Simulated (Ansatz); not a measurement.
TiSi₆⁺. Total charge 1; doublet. Geometry PBE0-D4/def2-SVP; atoms count from 1.

```xyz
7

Ti   -1.1663    1.0685    0.5196
Si   -0.2952   -0.8336   -1.3824
Si    1.1335   -1.2647    2.4148
Si    0.8799    1.4865   -0.8856
Si   -1.1202    1.3039   -2.0416
Si    1.3884   -0.5675    0.1907
Si   -0.8201   -1.1932    1.1845
```

The charge 1 doublet is spin-contaminated (final ⟨S²⟩ up to 0.88, 0.75 for a pure state). No other spin state of charge 1 was run. Another isomer (doublet) lies 0.79 eV lower at PBE0-D4/def2-TZVP; other spin states weren't run for this one.

**Question.** Estimate the Mulliken populations from the PBE0/def2-TZVP orbitals of Ansatz.

**Answer.** 
```
atom  charge (e)  spin (α − β)  d electrons
 Ti1        0.51          1.19         2.61
 Si2        0.14         -0.07            –
 Si3        0.17         -0.12            –
 Si4        0.06          0.06            –
 Si5        0.04          0.04            –
 Si6        0.12         -0.06            –
 Si7       -0.03         -0.05            –
```
Mulliken values and Mayer orders depend strongly on the basis.

**Question.** Where does the spin sit?

**Answer.** Summed by element: Ti 1.19, Si -0.19, of 1 unpaired in all. Largest on single atoms: Ti1 1.19, Si3 -0.12, Si2 -0.07.

**Question.** And the Mayer bond orders between bonded heavy atoms (over 0.3)?

**Answer.** Ti1–Si2 0.52 (2.83 Å); Ti1–Si4 0.87 (2.52 Å); Ti1–Si5 0.90 (2.57 Å); Ti1–Si6 0.38 (3.05 Å); Ti1–Si7 1.09 (2.38 Å); Si2–Si4 0.51 (2.65 Å); Si2–Si5 0.80 (2.38 Å); Si2–Si6 0.79 (2.32 Å); Si2–Si7 0.48 (2.64 Å); Si3–Si6 0.93 (2.34 Å); Si3–Si7 1.10 (2.31 Å); Si4–Si5 1.00 (2.32 Å); Si4–Si6 0.79 (2.37 Å); Si6–Si7 0.63 (2.50 Å). Values over 0.3 also appear between atoms too far apart for a bond (Ti1–Si3 0.33 at 3.78 Å); they arise where an orbital or an unpaired electron spreads over both atoms.
